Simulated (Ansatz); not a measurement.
Cost and result up the ladder for the cluster Ga9P9 (18 atoms). The state is a singlet with charge 0. Geometry: PBE-D4/def2-SVP.

```xyz
18

Ga    4.322   -0.847   -0.998
Ga    2.362   -0.108    2.227
Ga   -3.206    1.673   -0.393
Ga   -0.711   -0.662   -1.689
Ga   -0.313    1.491    1.325
Ga    1.718    1.152   -0.556
Ga   -0.175   -1.843    0.850
Ga    0.335    1.117   -3.640
Ga   -2.677    1.268    2.229
P    -3.373   -0.815    0.610
P    -2.056   -2.220   -0.501
P    -2.822   -1.033    2.811
P     1.898    2.248    1.499
P    -0.587   -0.570    2.770
P     2.664    0.477   -2.649
P    -0.711    1.640   -1.136
P     1.459   -1.456   -2.517
P     1.872   -1.510   -0.242
```

Ansatz on 2 threads of AMD EPYC 7R13 on a shared host and a share (18 GiB) of an NVIDIA H100 80GB HBM3. Times are rough, and most runs start from the orbitals of an earlier one. No level here is sound enough to serve as a yardstick. Binding counts from free atoms at the same level (Ga doublet, P quartet; other spins of the atoms weren't run), without zero-point energy or a counterpoise term.

Correlated methods freeze 126 core orbitals; core or outer-core shells of Ga are correlated, in sets that lack core-valence functions. The rows differ in basis, and correlated rows in double-zeta sets carry the largest basis error. Single mean-field runs in def2-SVP, def2-TZVP are fitted with def2-universal-jkfit. Another isomer (singlet) lies 0.03 eV lower at PBE0-D4/def2-TZVP; other spin states weren't run for this one.

Correlated methods converge slowly with the basis, most of all in double-zeta sets.

| level | functions | wall time |
| --- | --- | --- |
| r2SCAN-D4/def2-SVP | 450 | 6 s |
| PBE-D4/def2-SVP (with forces) | 450 | 6.5 s |
| PBE-D4/def2-TZVP | 765 | 8.5 s |
| r2SCANh-D4/def2-SVP | 450 | 9 s |
| PBE0-D4/def2-TZVP | 765 | 9 s |
| MP2/def2-SVP | 450 | 10 s |
| PBE0-D4/def2-SVP | 450 | 11 s |
| RPA@PBE/def2-SVP | 450 | 14 s |

Task: Estimate what each level gives for the binding energy per atom (eV).

Result: 
```
                        level  binding energy per atom (eV)
           r2SCAN-D4/def2-SVP                          2.86
PBE-D4/def2-SVP (with forces)                          3.04
             PBE-D4/def2-TZVP                          3.07
          r2SCANh-D4/def2-SVP                          2.81
            PBE0-D4/def2-TZVP                          2.94
                 MP2/def2-SVP                          2.57
             PBE0-D4/def2-SVP                          2.91
             RPA@PBE/def2-SVP                          2.32
```
